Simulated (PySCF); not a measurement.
# Indirect couplings

Geometry (Å), atoms numbered from 1 in this order:
```xyz
7

Ge   -0.284    0.045   -0.390
O    -0.147    0.028    1.383
H    -0.980    0.131    1.855
O     1.388   -0.190   -0.911
H     1.968   -0.297   -0.148
H    -0.792    1.408   -0.897
H    -1.153   -1.125   -0.891
```

Method: PBE/pcJ-1 (pcSseg-1 on Ge)//PBE0-D3(BJ)/def2-SVP, PySCF 2.14; isolated molecule, single conformer, non-relativistic. Couplings are averaged over pairs made equivalent by symmetry, fast rotation or ring inversion, so a value needn't be that of the named pair in this geometry, while other rotamers aren't included; one pair stands for each set, and the list holds those of at least 0.8 Hz over up to four bonds.

Isotopes: ¹⁷O, ¹H. Couplings to quadrupolar nuclei such as 17O and 33S are rarely resolved in practice.

```csv
pair,bonds,J (Hz)
"O2, H3",1,-68.2
"O2, O4",2,-3.5
"O2, H6",2,-5.9
"H6, H7",2,?
"H3, H6",3,?
"H3, H5",4,-1.0
```

Estimate the withheld couplings, with signs.

Answers


- ²J(H6,H7) = 55.5 Hz (angle at Ge1 112°)
- ³J(H3,H6) = -1.4 Hz (mean over equivalent pairs that range from -2.3 to -0.3 Hz in this conformer)

Relativistic effects of the heavier atoms present are left out.
